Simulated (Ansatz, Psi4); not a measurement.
## HBr (hydrogen bromide): from total energies to a heat of formation

HBr: 2 atoms, total charge 0, spin state singlet. SMILES: `Br`. The shape is that of a PBE0-D4/def2-TZVP optimisation.

```xyz
2

Br   -0.6032    0.2180   -0.3050
H     0.6032   -0.2180    0.3050
```

Total energies at MP2/cc-pVTZ, 9 core orbitals frozen (Psi4 1.11); the atoms run unrestricted:

| species | state | energy (Eh) |
| --- | --- | --- |
| HBr | singlet | -2573.285964 |
| Br | doublet | -2572.639452 |
| H | doublet | -0.499810 |

Harmonic wavenumbers at PBE0-D4/def2-TZVP, in cm⁻¹: 2668.

Measured heats of formation of the gaseous atoms at 298.15 K, in kJ/mol: Br 111.9, H 218.0. Spin-orbit lowering of the atoms at 298 K (mean of the ground term's levels less their thermal mean, from spectra), in kJ/mol: Br 14.69. Take 1 Eh = 2625.50 kJ/mol, 1 cm⁻¹ = 0.0119627 kJ/mol, RT = 2.479 kJ/mol.

Problem. What heat of formation follows?

Solution. 
1. Electronic atomisation energy: (-2572.639452) + (-0.499810) − (-2573.285964) = 0.146702 Eh = 385.2 kJ/mol.
2. Zero-point energy: half the sum of the wavenumbers, 1334 cm⁻¹ = 16.0 kJ/mol.
3. Thermal vibrational enthalpy, Σ hcν̃/(exp(hcν̃/kT) − 1): 0.0 kJ/mol. Translation, rotation and pV of a linear molecule: 3.5 RT = 8.7 kJ/mol.
4. The 2 free atoms carry 5/2 RT each: 12.4 kJ/mol.
5. Spin-orbit coupling lowers the free atoms by 14.69 = 14.7 kJ/mol.
6. Atomisation enthalpy at 298 K: 385.2 − 14.7 − 16.0 − 0.0 − 8.7 + 12.4 = 358.2 kJ/mol.
7. Sum of the atoms' heats of formation: 329.9 kJ/mol. Heat of formation: 329.9 − 358.2 = -28.3 kJ/mol.

The tabulated value is -35.9 kJ/mol (Active Thermochemical Tables), so this level is off by +7.5 kJ/mol, or 2.1 % of the atomisation enthalpy that the table implies (365.7 kJ/mol). Relativity is left out. Anharmonicity and any spin-orbit splitting of the molecule are left out, and so is core correlation.
